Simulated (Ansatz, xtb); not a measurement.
Relative energy of two conformers of C2H6KSi

Structure I is `CC[SiH][K]`, a doublet and structure II is `CC[SiH][K]`, a doublet. Both are isolated molecules in the gas phase, relaxed with r2SCAN-D4/def2-SVP.

I (Å):

```xyz
10

C    -0.2475   -1.4044   -0.0561
C     0.3105    0.0182   -0.1346
K    -2.5340    3.6029    0.7363
Si   -0.4952    1.2844    1.0980
H     0.2480   -2.0925   -0.7665
H    -0.1201   -1.8245    0.9557
H    -1.3289   -1.4256   -0.2758
H     1.3991   -0.0007    0.0675
H     0.2069    0.4080   -1.1643
H    -0.2510    0.5524    2.4186
```

II (Å):

```xyz
10

C     0.6702    1.2189   -0.4537
C     0.2463    0.0005    0.3635
K     2.7113   -1.9423   -2.8369
Si    0.9157   -1.6912   -0.3207
H     0.2792    2.1694   -0.0477
H     1.7714    1.3112   -0.4920
H     0.3165    1.1424   -1.4984
H     0.5839    0.1141    1.4113
H    -0.8579   -0.0533    0.4138
H     0.3282   -2.6646    0.6942
```

Q: Estimate E(II) − E(I) at the level CCSD(T)/def2-SVP + ΔMP2/def2-TZVPP.

A: Too close to call at this level: CCSD(T)/def2-SVP + ΔMP2/def2-TZVPP gives E(II) − E(I) = −1.90 kJ/mol.

Level by level:

```tsv
level	geometry	E(II) − E(I) (kJ/mol)	departure from the last row (kJ/mol)	job, with rough time for the two
r2SCAN-D4/def2-SVP	r2SCAN-D4/def2-SVP	−2.28	−0.38	optimisation, 5.3 min
HF/def2-SVP	r2SCAN-D4/def2-SVP	−1.85	+0.05	part of the CCSD(T) run
MP2/def2-SVP	r2SCAN-D4/def2-SVP	−2.60	−0.70	part of the CCSD(T) run
CCSD(T)/def2-SVP	r2SCAN-D4/def2-SVP	−2.36	−0.46	single point
CCSD(T)/def2-SVP + ΔMP2/def2-TZVPP	r2SCAN-D4/def2-SVP	−1.90		single point, 78 s
```

The largest departure from CCSD(T)/def2-SVP + ΔMP2/def2-TZVPP is that of MP2/def2-SVP, 0.70 kJ/mol. Levels run at GFN2-xTB geometries aren't shown. The last row adds to CCSD(T) the change of the MP2 difference between the two basis sets, here +0.46 kJ/mol.

With harmonic frequencies from r2SCAN-D4/def2-SVP (ideal gas, rigid rotor, one conformer each, 600 K, 1 atm): on the last row, ΔE + ΔZPE = −2.67 kJ/mol. A mode under 50 cm⁻¹ makes harmonic enthalpies and free energies unreliable, so none is given.

Open shells are spin-unrestricted. The correlated steps freeze 12 core orbitals; the last core shell of K is correlated, in a basis made for valence electrons. Programs: Ansatz 0.2.0; the last row on 2 threads of Arm Neoverse V1 on a shared host.
